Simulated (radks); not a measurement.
Results of a calculation; reference values are marked as such.
Au+, configuration [Xe] 4f14 5d10 (the NIST ground configuration). Level of theory: non-relativistic Kohn-Sham, exchange-only B88, spin-polarised, spherical densities, point nucleus; relativity is left out, which matters for an element this heavy (a radial shooting solver on a logarithmic mesh with Libxc functionals).

X-ray form factor f0, the Fourier transform of the density (f0(0) = 78):

sin(theta)/lambda (1/angstrom)  f0 (electrons)
0.05                                    77.117
0.1                                     74.675
0.15                                    71.172
0.2                                     67.154
0.25                                    63.044
0.3                                     59.101
0.4                                     52.140
0.5                                     46.456
0.6                                     41.764
0.8                                     34.162
1                                       28.012
1.25                                    22.153
1.5                                     18.262
2                                       14.127
